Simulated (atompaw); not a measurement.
What one change does to a pseudopotential (B (Z = 5), PAW (atompaw))

| Item | Value |
| --- | --- |
| Element | boron (B) |
| Generator | atompaw 4.2.0.5 |
| Type | PAW |
| Functional | PBE |
| Relativity | scalar-relativistic |
| Frozen core | [He] |
| Valence charge | 3 |
| Reference configuration | 2s2 2p1 |
| Partial waves | 2s (bound); 2s channel at 3.75 Ry; 2p (bound); 2p channel at 1.15 Ry |
| Local potential | troulliermartins scheme with l = 2 at -0.5 Ry, radius 2.15 bohr |
| Core correction | smooth core density matched at 1.90 bohr |
| Augmentation charge | besselshape compensation charge, radius 2.60 bohr; PAW radius 3.00 bohr; waves and projectors: bloechl |

All-electron outer shells of the reference configuration (PBE, scalar-relativistic, ld1.x):

```csv
shell,level (eV),outermost node (bohr),outermost maximum (bohr)
1s,-180.59,–,0.21
2s,-9.44,0.46,1.52
2p,-3.61,–,1.57
```

Change: wave 2s channel at 3.75 Ry becomes 2s channel at -0.49 Ry.

Cutoffs: the cutoffs (Ry, on a coarse ladder) from which the occupation-weighted sum of valence levels, in a spherical-Bessel basis at the reference potential, stays within 10 and 1 mRy of its value at 400 Ry; they do not see the model core or the augmentation charge, which bear on the density cutoff.

What does the change do?

The potential gets neither clearly harder nor softer (12 Ry and 18 Ry → 12 Ry and 18 Ry); the p channel sets the loose cutoff, while the largest relative change is in s, which becomes softer; neither file shows a bound ghost.

```csv
quantity,base,changed
"cutoff, loose",12 Ry,12 Ry
"cutoff, tight",18 Ry,18 Ry
loose cutoff by channel (10 mRy a level),"s 8 Ry, p 12 Ry","s 6 Ry, p 12 Ry"
bound ghosts,none,none
s: phases at 3.02 bohr within 0.05 rad from the reference energy up to (Ry; the scan ends near 5),0.8,0.0
p: phases at 3.02 bohr within 0.05 rad from the reference energy up to (Ry; the scan ends near 5),5.0,5.0
lowest overlap eigenvalue by channel,"s 0.44, p 1.00","s 0.00, p 1.00"
```

 The cutoffs see the waves, projectors and local potential, not the compensation charge or the core.
